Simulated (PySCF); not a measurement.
C₆H₆F₃ (doublet state).
Structure used (GFN2-xTB), in Å, numbered top down from 1:
```xyz
15
C6H6F3 angstrom
C      3.6914   -0.1964   -0.2024
C      2.3722    0.0576   -0.3133
C      1.1725    0.2653   -0.4305
C     -0.2360    0.5710   -0.5132
F     -0.4738    1.8658   -0.0667
C     -1.0756   -0.3926    0.3364
C     -2.5593   -0.0978    0.1774
F     -2.9752   -0.4046   -1.0772
F     -3.2870   -0.8726    1.0160
H      4.0880   -1.1646   -0.4460
H      4.3634    0.5705    0.1356
H     -0.5772    0.5508   -1.5608
H     -0.8115   -0.2787    1.3889
H     -0.8776   -1.4191    0.0246
H     -2.8188    0.9534    0.3726
```

The hyperfine couplings belong to this conformer and change with its torsions.

The species is `[CH2]C#C[C@H](F)CC(F)F` [radical].

Method used: UKS B3LYP, pcH-1 on C F H, non-relativistic, mean-field spin-orbit, GIAO (PySCF 2.14.0). Geometry: GFN2-xTB, one conformer, isolated molecule. Couplings are sensitive to structure, and on GFN2-xTB geometries they can be far from those on DFT ones. Stability of the SCF solution: not tested.

(1) Give the principal g shifts and their parts.

(2) What are the electron Larmor frequencies g μB B/h along the three axes at 330 mT?

(3) Average each term over the three axes. Which is largest in size?

(4) In a frozen sample, at which fields do the three g values resonate at 9.5, 34, 94 and 263 GHz (hyperfine left aside), and which band first spreads them over more than twice a line width of 0.3 mT?

Results:

(1) 
| Δg (ppm) | 1 | 2 | 3 |
| --- | --- | --- | --- |
| relativistic mass correction | -144 | -144 | -144 |
| gauge correction | -1 | 26 | 36 |
| orbital Zeeman/spin–orbit | -41 | 590 | 935 |
| total | -186 | 472 | 827 |

So g = 2.00213, 2.00279, 2.00315 and g_iso = 2.00269; the tensor is rhombic: the two nearest values differ by 35 % of g3 − g1. Axes: g3 points within 1° of the C2–C3 bond.

(2) 9.2474, 9.2504, 9.2521 GHz for g1, g2 and g3, a range of 4.7 MHz.

(3) The orbital-Zeeman/spin–orbit term 495, the mass correction -144 and the gauge correction 21 ppm, for a total of 371 ppm. The orbital-Zeeman/spin–orbit term is the largest in size. The mass correction is the same along every axis, so the anisotropy comes from the other two: their spans along these axes are 37 (gauge) and 976 ppm (orbital Zeeman/spin–orbit).

(4) 
```json
{"band": "X", "GHz": "9.5", "B(g3) mT": "338.84", "B(g2) mT": "338.90", "B(g1) mT": "339.02", "spread mT": "0.17"}
{"band": "Q", "GHz": "34.0", "B(g3) mT": "1212.70", "B(g2) mT": "1212.92", "B(g1) mT": "1213.32", "spread mT": "0.61"}
{"band": "W", "GHz": "94.0", "B(g3) mT": "3352.77", "B(g2) mT": "3353.36", "B(g1) mT": "3354.47", "spread mT": "1.70"}
{"band": "J", "GHz": "263.0", "B(g3) mT": "9380.62", "B(g2) mT": "9382.28", "B(g1) mT": "9385.37", "spread mT": "4.75"}
```

The spread grows in proportion to the frequency. Q band is the first where it exceeds 0.6 mT.

Largest spin populations (Mulliken): C1 (+0.79), C3 (+0.54) and C2 (-0.26). The positive populations add up to 1.38 and the negative ones to -0.38, together 2S = 1. The angles at C1 add up to 360.0°, so it is planar; its axial dipolar tensor and the negative couplings of its protons fit spin in a p orbital normal to that plane.

The HOMO–LUMO gaps are 5.83 eV among the α and 5.10 eV among the β orbitals.

On one thread, Arm Neoverse V1 (aarch64), shared host with 32 logical CPUs at a one-minute load of 16, this took 83 s (grids of density and orbitals included) and 1.1 GiB of memory at its peak.
